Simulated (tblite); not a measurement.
Species: C6H5FO2Si.
Numbering: `[CH:1]#[C:2][Si@@:3]([F:4])([C:5]#[C:6][CH3:7])[O:8][CH:9]=[O:10]` (hydrogens: H11 on C1; H12, H13, H14 on C7; H15 on C9)

The geometry is computed with GFN2-xTB (gas phase).

Question: Give the optimised bond lengths and angles.

Answer: 
```csv
bond,length (pm)
C1≡C2,120.2
C2–Si3,184.4
Si3–F4,160.5
Si3–C5,183.3
C5≡C6,120.6
C6–C7,144.0
Si3–O8,166.6
O8–C9,130.8
C9=O10,119.3
C1–H11,105.2
"C7–H12, C7–H13, C7–H14",108.9
C9–H15,110.5
```

Bonds in one row agree within 1 pm and their mean is given. A selection of angles:
```csv
angle,degrees
C2–C1–H11,179.3
C1–C2–Si3,178.0
C2–Si3–F4,109.6
C2–Si3–C5,114.4
C2–Si3–O8,111.0
F4–Si3–C5,110.6
F4–Si3–O8,98.0
C5–Si3–O8,112.2
Si3–C5–C6,178.3
C5–C6–C7,179.4
C6–C7–H12,109.9
H12–C7–H13,109.1
Si3–O8–C9,128.2
O8–C9–O10,126.2
O8–C9–H15,110.2
O10–C9–H15,123.6
```

Dihedral angles: C2–Si3–O8–C9 -65° (synclinal); Si3–O8–C9–O10 0° (synperiplanar).

Si3 (fluorine-bound silicon) is distorted tetrahedral (angles from 98.0° to 114.4°). The 3 C–C bonds span 1.202 Å (C1≡C2, drawn triple) to 1.440 Å (C6–C7, drawn single), a spread of 0.238 Å. The 2 C–O bonds span 1.193 Å (C9=O10, drawn double) to 1.308 Å (O8–C9, drawn single), a spread of 0.115 Å.

Point group: C1 (no symmetry element, even within 0.4 Å). GFN2-xTB frequencies show an imaginary mode (32i cm⁻¹), so the point is no minimum at that level.
